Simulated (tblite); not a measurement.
Record of a relaxation.

Compound: C6H10BN.
SMILES with atom numbers: `[N:1]#[C:2][B:3]1[CH2:4][CH2:5][CH2:6][CH2:7][CH2:8]1` (hydrogens: H9, H10 on C4; H11, H12 on C5; H13, H14 on C6; H15, H16 on C7; H17, H18 on C8)

Computed with GFN2-xTB (tblite), gas phase: L-BFGS steps from a force-field or distance-geometry start until the largest atomic force falls under 0.01 eV/Å. 4 of its 66 geometries are shown.

Step 0: E = -599.9400 eV, largest atomic force 2.013 eV/Å
```
atom  x, y, z in Å  |  force x, y, z in eV/Å
N1      3.722    1.063    0.352   -1.926  -0.570   0.138
C2      2.616    0.713    0.476    1.628   0.383   0.162
B3      1.180    0.230    0.665   -0.502   0.311  -0.616
C4     -0.025    1.288    0.800    0.720  -0.364   0.867
C5     -1.034    1.096   -0.328   -0.516   0.200  -0.653
C6     -1.496   -0.366   -0.481    0.298   0.066   0.191
C7     -0.302   -1.294   -0.786   -0.416  -0.212   0.215
C8      0.760   -1.267    0.336    0.379  -0.010   0.280
H9      0.376    2.315    0.801   -0.444  -0.232   0.076
H10    -0.535    1.103    1.786    0.336   0.289  -0.783
H11    -0.582    1.439   -1.293   -0.297  -0.258   0.680
H12    -1.924    1.734   -0.136    0.435  -0.279  -0.150
H13    -2.232   -0.434   -1.298    0.240   0.020   0.254
H14    -1.993   -0.696    0.453    0.248   0.139  -0.407
H15    -0.681   -2.328   -0.897    0.196   0.384  -0.033
H16     0.162   -0.998   -1.735   -0.088  -0.022   0.191
H17     1.646   -1.854    0.023   -0.540  -0.008   0.182
H18     0.333   -1.737    1.252    0.248   0.164  -0.593
```

Step 22: E = -600.0934 eV, largest atomic force 0.028 eV/Å
```
atom  x, y, z in Å  |  force x, y, z in eV/Å
N1      3.725    1.052    0.444    0.001  -0.006   0.027
C2      2.633    0.703    0.529    0.007   0.005   0.010
B3      1.184    0.254    0.577   -0.009  -0.013  -0.001
C4      0.002    1.278    0.775   -0.015   0.005  -0.004
C5     -1.040    1.090   -0.343   -0.009  -0.018  -0.011
C6     -1.483   -0.366   -0.456    0.003  -0.013   0.010
C7     -0.314   -1.290   -0.790   -0.005   0.006   0.003
C8      0.771   -1.242    0.303   -0.012  -0.015  -0.008
H9      0.310    2.324    0.814    0.007   0.008  -0.020
H10    -0.494    1.062    1.726    0.006   0.019   0.015
H11    -0.599    1.407   -1.292   -0.028   0.003  -0.004
H12    -1.909    1.724   -0.150    0.022  -0.003  -0.006
H13    -2.247   -0.454   -1.232    0.024   0.009   0.001
H14    -1.934   -0.682    0.488    0.003   0.004   0.010
H15    -0.675   -2.315   -0.907    0.012   0.025  -0.002
H16     0.130   -0.982   -1.740   -0.024  -0.013  -0.006
H17     1.597   -1.899    0.026   -0.003   0.015  -0.019
H18     0.333   -1.658    1.217    0.021  -0.018   0.006
```

Step 43: E = -600.1426 eV, largest atomic force 0.133 eV/Å
```
atom  x, y, z in Å  |  force x, y, z in eV/Å
N1      3.689    0.901    1.257    0.036  -0.001   0.052
C2      2.615    0.619    0.962    0.025   0.014  -0.056
B3      1.210    0.269    0.508   -0.122  -0.013   0.018
C4      0.071    1.354    0.559   -0.002   0.008  -0.046
C5     -1.112    1.069   -0.373   -0.024  -0.055   0.000
C6     -1.528   -0.399   -0.332   -0.046  -0.037  -0.014
C7     -0.393   -1.303   -0.806   -0.012   0.009  -0.018
C8      0.848   -1.202    0.087    0.006   0.039  -0.034
H9      0.429    2.370    0.386    0.045   0.065   0.008
H10    -0.290    1.347    1.593   -0.029   0.006   0.054
H11    -0.829    1.317   -1.399    0.010   0.035   0.015
H12    -1.963    1.699   -0.103    0.019   0.011   0.001
H13    -2.388   -0.544   -0.987   -0.064   0.002  -0.058
H14    -1.845   -0.679    0.674    0.111   0.023   0.070
H15    -0.740   -2.338   -0.852    0.007   0.001   0.001
H16    -0.119   -1.000   -1.820    0.008  -0.037  -0.020
H17     1.676   -1.730   -0.387    0.069  -0.040  -0.018
H18     0.660   -1.743    1.021   -0.037  -0.030   0.047
```

Step 65: E = -600.1509 eV, largest atomic force 0.010 eV/Å
```
atom  x, y, z in Å  |  force x, y, z in eV/Å
N1      3.635    0.845    1.431   -0.002  -0.001  -0.007
C2      2.588    0.599    1.025    0.001   0.001   0.009
B3      1.202    0.275    0.489    0.002  -0.005   0.004
C4      0.079    1.375    0.518    0.003   0.005   0.004
C5     -1.123    1.066   -0.383    0.003   0.002   0.002
C6     -1.520   -0.406   -0.302   -0.001   0.002   0.004
C7     -0.402   -1.305   -0.823   -0.008   0.000  -0.004
C8      0.862   -1.193    0.038   -0.005  -0.006  -0.005
H9      0.455    2.379    0.304   -0.004   0.000  -0.004
H10    -0.267    1.416    1.559   -0.002   0.001  -0.003
H11    -0.865    1.305   -1.418   -0.002   0.004   0.002
H12    -1.971    1.694   -0.102    0.002   0.004  -0.006
H13    -2.424   -0.571   -0.893    0.005  -0.002   0.008
H14    -1.746   -0.666    0.735   -0.002  -0.003   0.001
H15    -0.746   -2.342   -0.849    0.008  -0.002  -0.005
H16    -0.164   -1.012   -1.848    0.003  -0.006   0.003
H17     1.694   -1.695   -0.460    0.002   0.005   0.002
H18     0.705   -1.757    0.967   -0.005   0.000  -0.004
```

Task: Summarise the path.

Result: The energy falls by 20.35 kJ/mol from step 0 to step 65; nine tenths of that is first reached at step 39. It rises by more than 0.2 meV at steps 1 and 34. The largest force goes from 2.013 to 0.010 eV/Å. Among the bonds B3–C4 changes most, from 1.609 to 1.573 Å; the atoms move by 0.434 Å rms after alignment.

Task: Follow the three bonds and two angles with the largest change from start to end.

Result: 
```
step  E above end (kJ/mol)  largest force (eV/Å)  B3–C4 (Å)  C4–H10 (Å)  C5–H11 (Å)  C4–B3–C8 (°)  B3–C8–C7 (°)
   0                 20.35                 2.013      1.609       1.125       1.120         116.1         110.4
   3                  8.89                 0.438      1.579       1.097       1.096         117.1         109.5
   6                  6.82                 0.106      1.574       1.093       1.090         117.3         109.2
   8                  6.47                 0.070      1.576       1.094       1.092         117.7         109.0
  11                  6.28                 0.060      1.576       1.095       1.094         117.6         109.1
  14                  6.04                 0.080      1.577       1.094       1.091         117.1         109.4
  17                  5.76                 0.064      1.579       1.095       1.092         116.3         109.6
  20                  5.62                 0.052      1.576       1.095       1.094         116.2         109.6
  23                  5.53                 0.036      1.576       1.095       1.092         116.2         109.7
  25                  5.47                 0.051      1.577       1.095       1.092         116.3         109.7
  28                  5.28                 0.071      1.574       1.096       1.093         116.6         109.7
  31                  4.81                 0.137      1.572       1.095       1.095         116.8         110.3
  34                  4.49                 1.463      1.583       1.099       1.093         117.6         112.0
  37                  2.56                 0.222      1.580       1.099       1.093         117.9         111.8
  40                  1.47                 0.125      1.576       1.098       1.093         118.8         112.8
  42                  0.94                 0.159      1.575       1.098       1.093         119.2         113.6
  45                  0.57                 0.151      1.572       1.099       1.093         119.3         114.0
  48                  0.37                 0.067      1.570       1.098       1.092         119.4         114.2
  51                  0.13                 0.052      1.572       1.097       1.092         120.0         114.2
  54                  0.06                 0.059      1.573       1.098       1.093         120.1         114.2
  57                  0.05                 0.017      1.572       1.098       1.093         120.1         114.3
  59                  0.03                 0.026      1.573       1.098       1.093         120.2         114.3
  62                  0.01                 0.018      1.573       1.098       1.092         120.2         114.1
  65                  0.00                 0.010      1.573       1.098       1.093         120.2         114.1
```

What follows is the cost of the whole relaxation. The run took 1.4 s wall, 1.1 s CPU on one thread, Intel Xeon at 2.50 GHz (x86_64), no GPU (shared host).
